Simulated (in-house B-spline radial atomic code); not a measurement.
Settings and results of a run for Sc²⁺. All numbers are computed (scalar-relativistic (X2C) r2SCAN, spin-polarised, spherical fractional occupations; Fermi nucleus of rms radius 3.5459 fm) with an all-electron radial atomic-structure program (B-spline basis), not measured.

Command:
```bash
python run_scf.py task.json out
```
Settings (nuclear radius in fm, mass in u):
```
Z                21
configuration    [Ar] 3d1
hamiltonian      x2c
method           r2scan
spin_polarised   True
nucleus          fermi
rms_radius       3.5459
atomic_mass      44.95591
speed_of_light   137.035999084
```

Output (hartree, bohr):
```
 radial grid: 70 intervals, B-splines of order 8, outer radius 25.5556 bohr

 iter        energy (Eh)    residual
    1        -763.423678    3.81e-02
    2        -763.426837    1.19e-03
    3        -763.426843    6.71e-04
    4        -763.426844    3.63e-04
    5        -763.426845    2.37e-05
    6        -763.426845    5.04e-06
    7        -763.426845    1.75e-06
    8        -763.426845    7.87e-08

 total energy                      -763.42684
 kinetic                             770.0396
 electron-nucleus                  -1803.5784
 Hartree                             308.9560
 exchange-correlation                -38.8441

 orbital      occ     eigenvalue          <r>       <r^2>       <1/r>     <1/r^3>       <r^4>       r_max
 1s up      1.000      -162.7608    0.0728022  0.00714426     20.9558           - 0.000132268     0.04754
 1s down    1.000      -162.7615    0.0728024  0.00714429     20.9557           - 0.000132268     0.04754
 2s up      1.000       -18.2488     0.342355    0.138807     4.33992           -   0.0341564      0.2832
 2s down    1.000       -18.2371     0.342169    0.138642     4.34223           -    0.034061      0.2831
 2p up      3.000       -14.9975     0.307324    0.116691     4.20367       225.1   0.0282794      0.2324
 2p down    3.000       -14.9885     0.307104    0.116502      4.2059     225.347   0.0281713      0.2323
 3s up      1.000        -2.6739      1.07525     1.33134     1.30264           -     2.85371      0.9273
 3s down    1.000        -2.6312      1.07551      1.3324     1.30233           -     2.86361       0.927
 3p up      3.000        -1.8506      1.16396     1.58952     1.17136     24.6162     4.35411      0.9698
 3p down    3.000        -1.8069      1.16255     1.58538     1.17237     24.6443     4.33021      0.9696
 3d up      1.000        -0.6575      1.55385     3.05677    0.845113     1.63127       21.11       1.079
```

Radii and densities under X2C are those of the two-component orbitals, without the picture-change correction, which makes inner s shells of heavy atoms about 5 % too small.
